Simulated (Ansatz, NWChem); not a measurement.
## CH2Br2 (dibromomethane): from total energies to a heat of formation

The species is CH2Br2 (5 atoms), meant as a singlet with charge 0. SMILES: `BrCBr`. The coordinates come from a PBE0-D4/def2-TZVP relaxation.

Total energies at HF/3-21G (NWChem 7.3.0); the atoms run unrestricted:

| species | state | energy (Eh) |
| --- | --- | --- |
| CH2Br2 | singlet | -5158.900085 |
| Br | doublet | -2560.035232 |
| C | triplet | -37.481070 |
| H | doublet | -0.496199 |

Harmonic wavenumbers at PBE0-D4/def2-TZVP, in cm⁻¹: 172, 600, 670, 820, 1123, 1219, 1434, 3147, 3234.

Measured heats of formation of the gaseous atoms at 298.15 K, in kJ/mol: Br 111.9, C 716.9, H 218.0. Spin-orbit lowering of the atoms at 298 K (mean of the ground term's levels less their thermal mean, from spectra), in kJ/mol: Br 14.69, C 0.02. Take 1 Eh = 2625.50 kJ/mol, 1 cm⁻¹ = 0.0119627 kJ/mol, RT = 2.479 kJ/mol.

Question: What heat of formation follows?

Answer: 
1. Electronic atomisation energy: 2 × (-2560.035232) + (-37.481070) + 2 × (-0.496199) − (-5158.900085) = 0.356153 Eh = 935.1 kJ/mol.
2. Zero-point energy: half the sum of the wavenumbers, 6209.5 cm⁻¹ = 74.3 kJ/mol.
3. Thermal vibrational enthalpy, Σ hcν̃/(exp(hcν̃/kT) − 1): 2.6 kJ/mol. Translation, rotation and pV of a non-linear molecule: 4 RT = 9.9 kJ/mol.
4. The 5 free atoms carry 5/2 RT each: 31.0 kJ/mol.
5. Spin-orbit coupling lowers the free atoms by 2 × 14.69 + 0.02 = 29.4 kJ/mol.
6. Atomisation enthalpy at 298 K: 935.1 − 29.4 − 74.3 − 2.6 − 9.9 + 31.0 = 849.9 kJ/mol.
7. Sum of the atoms' heats of formation: 1376.7 kJ/mol. Heat of formation: 1376.7 − 849.9 = +526.8 kJ/mol.

The tabulated value is +3.1 kJ/mol (Active Thermochemical Tables), so this level is off by +523.7 kJ/mol, or 38.1 % of the atomisation enthalpy that the table implies (1373.5 kJ/mol). Hartree–Fock leaves out correlation, which is larger in the molecule than in the atoms, so it underbinds and puts the heat of formation too high. Relativity is left out. A basis without polarisation functions underbinds badly. Anharmonicity and any spin-orbit splitting of the molecule are left out.
